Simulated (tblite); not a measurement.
Species: C7H16Si.
Structure used (GFN2-xTB), in Å, numbered top down from 1:
```
atom  x, y, z in Å
C1    -1.660    0.735    1.221
C2    -0.963   -0.083    0.129
C3    -1.549   -1.499    0.107
C4    -1.223    0.585   -1.222
C5     0.530   -0.154    0.462
C6     1.459   -0.941   -0.490
C7     2.707   -0.038   -0.429
Si8    1.699    1.368    0.381
H9    -2.728    0.809    1.022
H10   -1.527    0.269    2.195
H11   -1.245    1.740    1.263
H12   -1.081   -2.095   -0.672
H13   -2.620   -1.466   -0.086
H14   -1.388   -1.996    1.061
H15   -0.754    0.031   -2.032
H16   -0.836    1.600   -1.229
H17   -2.292    0.625   -1.420
H18    0.608   -0.600    1.460
H19    1.643   -1.968   -0.173
H20    1.059   -0.969   -1.501
H21    3.164    0.145   -1.399
H22    3.476   -0.455    0.217
H23    2.166    1.907    1.659
H24    1.344    2.469   -0.515
```

Level: GFN2-xTB in tblite, geometry and Hessian alike; calculated harmonic values, unscaled, isolated species. This tight-binding method is rough: wavenumbers can miss measured ones by several per cent, in bad cases by 10 to 20. Modes of hydrogen on silicon can be 10 to 20 % off. One conformer, not necessarily the lowest.

Harmonic wavenumbers (cm⁻¹): 51.1, 78.1, 168.2, 192.6, 230.8, 237.8, 269.1, 298.3, 343.7, 369.3, 417.0, 441.5, 450.8, 509.5, 540.0, 628.2, 671.9, 712.8, 751.8, 794.2, 850.0, 897.8, 955.1, 961.7, 963.8, 969.4, 1024.8, 1028.4, 1029.7, 1059.5, 1084.4, 1158.9, 1182.0, 1218.6, 1233.2, 1246.3, 1270.4, 1288.7, 1330.9, 1406.3, 1407.9, 1429.6, 1476.8, 1490.4, 1493.0, 1498.3, 1503.8, 1509.8, 1513.4, 1516.8, 2243.7, 2257.6, 2914.4, 2975.3, 2999.3, 3010.6, 3016.5, 3017.6, 3019.4, 3020.2, 3026.3, 3027.3, 3032.3, 3037.6, 3042.5, 3046.1.

A = 2629, B = 1226, C = 1055 MHz; mass 128.102 u (most abundant isotopes); point group C1, symmetry number 1.

What is the zero-point energy?

Half the sum of the wavenumbers: 45922 cm⁻¹ = 549.34 kJ/mol.

Entropy at 500 K, 1 bar (ideal gas, RRHO, classical rotation)?

Translation 180.13, rotation 127.52, vibration 222.52: S = 530.2 J/(mol K).

And Cp and H(500 K) − H(0)?

Cp = 279.42 J/(mol K), of which vibrations give 246.17 (their classical limit is 66 R = 548.8); H(500 K) − H(0) = 77.27 kJ/mol without the zero-point energy, 60.64 from vibrations.

What must be added to the electronic energy to get the Gibbs energy at 500 K and 1 bar?

ZPE + [H(500 K) − H(0)] − T·S = 549.34 + 77.27 − 265.08 = 361.53 kJ/mol.

Blend soft modes into free rotors: weight 1/[1 + (100 cm⁻¹/ν̃)⁴] for the oscillator and the rest for a rotor with moment μB/(μ + B), μ = h/(8π²ν), B = 10⁻⁴⁴ kg m². What vibrational entropy results?

211.03 J/(mol K) in place of 222.52, which changes −T·S at 500 K by +5.74 kJ/mol.

Which modes carry the vibrational entropy at 500 K?

51.1 cm⁻¹: 24.26; 78.1 cm⁻¹: 20.74; 168.2 cm⁻¹: 14.43; 192.6 cm⁻¹: 13.33; 230.8 cm⁻¹: 11.87; 237.8 cm⁻¹: 11.63 J/(mol K); the other 60 give 126.26 together.

How do the functions run with temperature in this model?

| T (K) | S (J/(mol K)) | Cp (J/(mol K)) | H − H(0) (kJ/mol) | G − H(0) (kJ/mol) | ln q(vib) |
| --- | --- | --- | --- | --- | --- |
| 150 | 318.6 | 102.3 | 9.55 | -38.24 | 2.48 |
| 250 | 383.0 | 154.5 | 22.38 | -73.37 | 5.07 |
| 298.15 | 412.4 | 180.4 | 30.44 | -92.53 | 6.39 |
| 400 | 473.0 | 233.5 | 51.56 | -137.63 | 9.28 |
| 600 | 584.6 | 318.2 | 107.20 | -243.58 | 15.10 |
| 900 | 730.9 | 402.5 | 216.30 | -441.54 | 23.65 |

q(vib) and H(0) count from the zero-point level.

Hindered rotation and anharmonicity are outside this model. Other conformers, if any are populated, would add a mixing term that is left out. The structure is chiral; the term R ln 2 for an equal mix with its mirror image is left out.
